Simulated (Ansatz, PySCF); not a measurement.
Gas-phase reaction (SMILES): [OH][Al]([Cl])[Cl] + Cl (HCl) -> [Cl][Al]([Cl])[Cl] + O (H2O); hydrogen chloride cleaves one Al-O bond, a model of a ligand-exchange step.

Each molecule is optimised on its own at B3LYP-D3(BJ)/def2-TZVP (Ansatz, an electronic-structure program), one conformer each, not searched for the lowest. Valence correlation only, unless marked. No spin-orbit coupling. No relativistic terms. CBS(X,Y): correlation extrapolated as X^-3; Hartree-Fock from the larger set. Thermal terms are rigid-rotor harmonic-oscillator values from B3LYP-D3(BJ) frequencies (Ansatz or PySCF) at 298.15 K and 1 atm. 1 Eh = 627.5095 kcal/mol.

| species | E, CCSD(T)/CBS(cc-pV(T+d)Z,cc-pV(Q+d)Z) (Ansatz) (Eh) | E, PBE/def2-TZVPD (Ansatz) (Eh) | H - E (Eh) |
|---|---|---|---|
| [OH][Al]([Cl])[Cl] | -1237.54425 | -1238.33809 | 0.02337 |
| Cl (HCl) | -460.37849 | -460.62833 | 0.01000 |
| [Cl][Al]([Cl])[Cl] | -1621.55610 | -1622.59388 | 0.01106 |
| O (H2O) | -76.37426 | -76.38111 | 0.02495 |

Task: Work out ΔE and ΔH at 298.15 K at the first level, then ΔH at the second.

Result: 
1. ΔE = [(-1621.55610) + (-76.37426)] - [(-1237.54425) + (-460.37849)] = -0.00762 Eh = -4.8 kcal/mol at CCSD(T)/CBS(cc-pV(T+d)Z,cc-pV(Q+d)Z).
2. The terms H - E add up to 0.00264 Eh, so ΔH = (-0.00762 + (0.00264))×627.5095 = -3.1 kcal/mol.
3. At PBE/def2-TZVPD the same steps give ΔE = -5.4 and ΔH = -3.7 kcal/mol, a shift of -0.6 from the first level.
4. These values are not checked against measurement here, since the tables used lack a sound gas-phase enthalpy of formation for at least one species.
